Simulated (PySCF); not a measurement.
[Er(H2S)2]3+: one run

[Er(H2S)2]3+ (singlet in the valence; each metal's 4f electrons, 11 of them, lie in its core potential, out of spins and levels). PySCF 2.14.0, RKS PBE, Er lcecp-1-SVP with ECP57, S def2-SVP, H def2-SVP; non-relativistic Hamiltonian with scalar-relativistic core potentials where named; density fitting; no spin-orbit coupling. Purpose: level PBE.

```python
mol = gto.M(atom='''
Er     1.42983    -0.00000     0.00000
S     -0.42187     0.21401     2.02447
H      0.22211     0.13355     3.23659
H     -0.82453     1.52372     2.12514
S     -0.42187    -0.21401    -2.02447
H      0.22211    -0.13355    -3.23659
H     -0.82453    -1.52372    -2.12514''',
    basis={'Er': 'lcecp-1-SVP', 'S': 'def2-SVP', 'H': 'def2-SVP'},
    ecp={'Er': 'lcecp-1-SVP'},
    charge=3, spin=0)
mf = dft.RKS(mol, xc='PBE')
mf.grids.atom_grid = (75, 302)  # f atoms: unpruned, at least (60, 302)
mf = mf.density_fit()  # fitting sets: Er AutoAux, S def2-universal-JKFIT, H def2-universal-JKFIT
mf.conv_tol = 1e-08; mf.max_cycle = 55
mf.kernel(dm0)  # dm0: converged density of the relaxed state
mf.nuc_grad_method().kernel()
```

Run from Python with OMP_NUM_THREADS=2; the lines above give its settings. Where DIIS fails, smearing, a level shift and second-order steps follow.
It took 4.5 s on 2 threads of Arm Neoverse V1, with other jobs on the host, from an already converged density.

Where do the frontier levels lie, over both spins?

HOMO -21.86 eV, LUMO -19.09 eV. The 4f levels lie in the core potential and are missing.

What are the Mulliken charges and spins?


```csv
atom,charge (e),spin (e)
Er1,1.804,0.000
S2,0.024,0.000
H3,0.287,0.000
H4,0.286,0.000
S5,0.024,0.000
H6,0.287,0.000
H7,0.286,0.000
```
The spin of the 4f electrons in the core isn't counted.

What forces act on the atoms (eV/Å)?


```
Er   0.06  0.00  0.00
S   -0.12 -0.26 -0.20
H    0.15 -0.01  0.22
H   -0.06  0.27  0.01
S   -0.12  0.26  0.20
H    0.15  0.01 -0.22
H   -0.06 -0.27 -0.01
```
Forces carry noise of the integration grid, about 0.01 to 0.03 eV/Å.

The geometry was relaxed with r2SCAN (Er lcecp-1-SVP with ECP57, S def2-SVP, H def2-SVP).

An lcecp potential fixes the number of 4f electrons, so in runs with it no electron can move into or out of that shell.
